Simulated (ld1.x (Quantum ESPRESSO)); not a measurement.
**What the settings do to the PAW potential of tantalum**

Base potential:

```
Element                 : Ta (Z = 73)
Generator               : ld1.x (Quantum ESPRESSO) 7.5
Type                    : PAW
Functional              : LDA (PZ)
Relativity              : fully relativistic
Frozen core             : [Xe] 4f14
Valence charge          : 5
Reference configuration : 5d2 6s0 6p0 (charge +3)
Partial waves           : 6s (bound, empty): rcut 2.05, rcutus 2.60 bohr; 6s channel at -0.55 Ry: rcut 2.05, rcutus 2.60 bohr; 6p (bound, empty): rcut 2.25, rcutus 2.60 bohr; 6p channel at 2.3 Ry: rcut 2.25, rcutus 2.60 bohr; 5d (bound): rcut 2.65, rcutus 2.85 bohr; 5d channel at -1.85 Ry: rcut 2.65, rcutus 2.85 bohr
Local potential         : all-electron potential smoothed inside 2.60 bohr (lloc = -1)
Core correction         : Bessel-smoothed model core, default radius (core density twice the valence density)
Augmentation charge     : BG, radius 2.10 bohr
```

Open shells are filled in proportion to 2j + 1 (rel_dist='average').

All-electron outer shells of the reference configuration (LDA (PZ), scalar-relativistic, ld1.x):

```json
{"shell": "4f", "level (eV)": "-53.24", "outermost node (bohr)": "–", "outermost maximum (bohr)": "0.44"}
{"shell": "5d", "level (eV)": "-29.45", "outermost node (bohr)": "0.65", "outermost maximum (bohr)": "1.51"}
{"shell": "6s", "level (eV)": "-27.45", "outermost node (bohr)": "1.30", "outermost maximum (bohr)": "2.42"}
{"shell": "6p", "level (eV)": "-20.16", "outermost node (bohr)": "1.53", "outermost maximum (bohr)": "2.92"}
```

Cutoffs, loose and tight: the cutoffs (Ry, on a coarse ladder) from which the occupation-weighted sum of valence levels, in a spherical-Bessel basis at the reference potential, stays within 10 and 1 mRy of its value at 400 Ry. They do not see the model core or the augmentation charge, which bear on the density cutoff. Test errors are all-electron minus pseudo excitation energies from the reference, over the configurations 5d3 6s2 6p0; 5d3 6s1 6p0; 5d3 6s0 6p0; 5d4 6s0 6p0; 5d3 6s0 6p2; 5d2 6s2 6p0; 5d4 6s1 6p0. A dash means not determined; rows that change the core or the reference have their own tests. The largest error is taken over the tests solved by every variant that gives reliable tests at all: 5d3 6s0 6p0; 5d3 6s1 6p0; 5d3 6s2 6p0; 5d4 6s0 6p0.

Cutoffs are not given where the Bessel-basis levels miss the radial ones by over 6 mRy, ghosts where they miss by over 20 mRy; a channel whose overlap is not positive is not tested.

```tsv
change	outcome	bound ghosts	largest test error (meV)
base	generated	not determined	-359
wave 6p channel at 2.3 Ry: rcut 2.25, rcutus 2.60 bohr becomes 6p channel at -1.37 Ry: rcut 2.25, rcutus 2.60 bohr	generated	not determined	-359
wave 6p channel at 2.3 Ry: rcut 2.25, rcutus 2.60 bohr becomes 6p channel at -1.29 Ry: rcut 2.25, rcutus 2.60 bohr	generated	not determined	-359
wave 6p channel at 2.3 Ry: rcut 2.25, rcutus 2.60 bohr becomes 6p channel at -1.09 Ry: rcut 2.25, rcutus 2.60 bohr	generated	not determined	-359
wave 6p channel at 2.3 Ry: rcut 2.25, rcutus 2.60 bohr becomes 6p channel at -0.74 Ry: rcut 2.25, rcutus 2.60 bohr	generated	not determined	-359
wave 6p channel at 2.3 Ry: rcut 2.25, rcutus 2.60 bohr becomes 6p channel at -0.1 Ry: rcut 2.25, rcutus 2.60 bohr	generated	not determined	-359
wave 6p channel at 2.3 Ry: rcut 2.25, rcutus 2.60 bohr becomes 6p channel at 0.4 Ry: rcut 2.25, rcutus 2.60 bohr	generated	not determined	-359
wave 6p channel at 2.3 Ry: rcut 2.25, rcutus 2.60 bohr becomes 6p channel at 2.26 Ry: rcut 2.25, rcutus 2.60 bohr	generated	not determined	-359
wave 6p channel at 2.3 Ry: rcut 2.25, rcutus 2.60 bohr becomes 6p channel at 4.32 Ry: rcut 2.25, rcutus 2.60 bohr	generated	not determined	-359
```
